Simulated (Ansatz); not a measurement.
Computed with Ansatz on PBE0-D4/def2-TZVP structures; ΔE is electronic, products minus reactants. CCSD(T)/CBS is the MP2 limit (def2-TZVPP, def2-QZVPP) plus CCSD(T) − MP2 in def2-TZVPP, frozen cores. This one scheme is used for every species. DFT in def2-TZVPP. B3LYP here is the variant with VWN-RPA as its local correlation; programs differ in this. For Ge outer-core shells are correlated without core-valence functions, which leaves a few kJ/mol of doubt a bond. Scalar relativity is left out up to krypton. One conformer a species, not always the lowest.

`N=[CH][GeH2][SH]` + `CO[SiH2]N` → `C[O][GeH2][SH]` + `N=C[SiH2]N`  (redistribution)

**Question.** Is it downhill or uphill in electronic energy at CCSD(T)/CBS, and by how much? (An estimate is asked.)

**Answer.** Ansatz gave: Uphill: ΔE = +65.9 kJ/mol.

**Question.** What do these levels give: r2SCAN, PBE0, B3LYP, SCS-MP2/def2-TZVPP, CCSD(T)/def2-TZVPP, MP2/def2-QZVPP? (An estimate is asked.)

**Answer.** The calculation gave: r2SCAN 62.9, PBE0 63.4, B3LYP 65.5, SCS-MP2/def2-TZVPP 64.5, CCSD(T)/def2-TZVPP 63.9, MP2/def2-QZVPP 67.2 kJ/mol.

Largest T1 diagnostic among the species: 0.012.

From PBE to PBE0 (25 % exact exchange), in def2-TZVPP and without D4, ΔE moves by +3.6 kJ/mol.
